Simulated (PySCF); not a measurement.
SCF from a fresh guess for quartet IrSCl₂, at the B3LYP minimum. PySCF input:

```python
from pyscf import gto, scf, dft
mol = gto.M(atom='''
Ir    -0.000000    -0.000000    -0.114570
S     -0.000000     0.000000     2.004090
Cl    -2.201710     0.000000    -0.600070
Cl     2.201710     0.000000    -0.600070''',
    basis={'Ir': 'def2-SVP', 'S': 'def2-SVP', 'Cl': 'def2-SVP'},
    ecp={'Ir': 'def2-SVP'},
    charge=0, spin=3)
mf = dft.UKS(mol, xc='PBE0')
mf.grids.atom_grid = (50, 194)
aux = {'Ir': 'def2-universal-JKFIT', 'S': 'def2-universal-JKFIT', 'Cl': 'def2-universal-JKFIT'}
mf = mf.density_fit(auxbasis=aux)
mf.conv_tol = 1e-08
mf.diis_space = 10
mf.max_cycle = 60
mf.init_guess = 'minao'
mf.verbose = 4
mf.kernel()
```

Excerpt of the output (cycles alone):

```
init E= -1410.2771947085
cycle= 1 E= -1421.37879481226  delta_E= -11.1  |g|= 1.15  |ddm|= 5.88
cycle= 2 E= -1413.54798699811  delta_E= 7.83  |g|= 3.26  |ddm|= 8.17
cycle= 3 E= -1422.10901661808  delta_E= -8.56  |g|= 0.0908  |ddm|= 7.91
cycle= 4 E= -1422.10982063454  delta_E= -0.000804  |g|= 0.154  |ddm|= 0.293
cycle= 5 E= -1422.11553089452  delta_E= -0.00571  |g|= 0.113  |ddm|= 0.125
cycle= 6 E= -1422.11940152636  delta_E= -0.00387  |g|= 0.0738  |ddm|= 0.0601
cycle= 7 E= -1422.12159434853  delta_E= -0.00219  |g|= 0.0339  |ddm|= 0.0675
cycle= 8 E= -1422.12215380879  delta_E= -0.000559  |g|= 0.00244  |ddm|= 0.0361
cycle= 9 E= -1422.12215864326  delta_E= -4.83e-06  |g|= 0.00145  |ddm|= 0.00486
cycle= 10 E= -1422.12216032794  delta_E= -1.68e-06  |g|= 0.00048  |ddm|= 0.00248
cycle= 11 E= -1422.12216061161  delta_E= -2.84e-07  |g|= 0.000123  |ddm|= 0.00129
cycle= 12 E= -1422.12216063646  delta_E= -2.49e-08  |g|= 4.57e-05  |ddm|= 0.000406
cycle= 13 E= -1422.12216064206  delta_E= -5.6e-09  |g|= 1.45e-05  |ddm|= 0.000214
Extra cycle  E= -1422.12216064273  delta_E= -6.74e-10  |g|= 1.34e-05  |ddm|= 6.28e-05
converged SCF energy = -1422.12216064273  <S^2> = 3.7631957  2S+1 = 4.0065924
```

No lower solution of this spin was found from smeared starts or by a stability analysis within the unrestricted form.

Open d and f shells are described by one determinant, and the ground state may have another occupation or spin. Spin–orbit coupling, left out here, can matter for elements this heavy.

The search for the lowest solution, 3 starts and the stability check together, took 20 s on 4 threads of a shared Intel Xeon @ 2.50GHz (Skylake/Cascade Lake) host, with 86 basis functions; the process peaked at 0.43 GiB. Launch command: `OMP_NUM_THREADS=4 python axn.py task.json out`.
